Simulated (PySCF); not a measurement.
Worked example: dipole moment from atomic charges

Al(Cl)(H)(SeH) (AlClH2Se), SMILES [AlH]([SeH])[Cl]. Atoms are numbered in the order given.

```xyz
5

Al    -0.8260    -0.6663     0.0000
Cl     0.4212    -2.3482     0.0000
H     -2.3863    -0.8377     0.0000
Se     0.1319     1.4286     0.0000
H      1.4813     0.8471     0.0000
```
Charge 0, spin multiplicity 1.

Geometry: PBE0-D3(BJ)/def2-TZVP. Other conformers were not sampled.

Charges (e) from PBE/def2-TZVPD in PySCF:

```csv
atom,ESP fit,IAO
Al1,0.479,0.688
Cl2,-0.232,-0.337
H3,-0.129,-0.182
Se4,-0.224,-0.254
H5,0.108,0.085
```

The dipole moment of the full density is 0.56 D.

Q: What dipole moment does each set of point charges give, and which comes closer to that of the density?

A: 
μ = Σ q r, and 1 e Å = 4.8032 D.
ESP fit: Σ q r = (-0.055, 0.105, 0.000) e Å, |μ| = 0.57 D.
IAO: Σ q r = (-0.184, 0.195, 0.000) e Å, |μ| = 1.28 D.
ESP fit comes closer in size. Point charges leave out the atoms' own dipoles (lone pairs, polarised bonds); fits to the potential absorb them, partitions of the density don't.
